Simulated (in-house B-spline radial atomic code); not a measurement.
A fraction x of an electron is removed from 5s in neutral zirconium, starting from [Kr] 4d2 5s2 and keeping the highest spin. Computed with a radial B-spline atomic code at the basis-set limit: scalar-relativistic (X2C) LDA VWN5, spin-polarised, spherical fractional occupations, Fermi nucleus of rms radius 4.2694 fm.

```tsv
x	E(x) - E(0) (eV)	5s down level (eV)
0	0.0000	-4.224
0.13	0.5904	-4.860
0.36	1.8392	-6.003
0.43	2.2718	-6.355
0.5	2.7289	-6.707
0.62	3.5702	-7.314
0.63	3.6436	-7.365
0.79	4.8870	-8.179
0.94	6.1715	-8.947
1	6.7169	-
```

The exact functional would give a straight line between the two integer points. Deviations E(x) - E(0) - x[E(1) - E(0)], in eV: -0.283 at x = 0.13, -0.579 at x = 0.36, -0.616 at x = 0.43, -0.63 at x = 0.5, -0.594 at x = 0.62, -0.588 at x = 0.63, -0.419 at x = 0.79, -0.142 at x = 0.94.

The curve lies below the straight line by up to 0.63 eV (at x = 0.5): convex, the delocalisation error that favours fractional charges.

**Question.** How well does Slater's transition state (minus the level at half occupation) give the ionisation energy?

**Answer.** It gives 6.707 eV against 6.717 eV from the two total energies; NIST lists 6.63 eV, ground level to ground level.
